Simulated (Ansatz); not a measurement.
Program: Ansatz 0.2.0.

A structure relaxed at PBE0-D4/def2-TZVP, charge 0, multiplicity 1:

Cartesian coordinates in Å:
```
F 1.1623 1.6596 -0.8912
Si 0.4482 0.3888 -0.2424
Se 2.1595 -1.0660 0.0636
Se -0.5659 1.2383 1.6001
Se -1.0245 -0.6053 -1.6346
H 1.2688 -2.0333 0.7182
H -1.3771 0.0245 1.7564
H -2.0713 0.3933 -1.3700
```

Problem. Give its formula and SMILES.

Solution. FH3Se3Si, `F[Si]([SeH])([SeH])[SeH]`.

Problem. Summarise the bond lengths by kind.

Solution. 1 × F–Si 1.596 Å; 3 × Se–Si 2.257 to 2.268 Å; 3 × H–Se 1.468 to 1.471 Å.
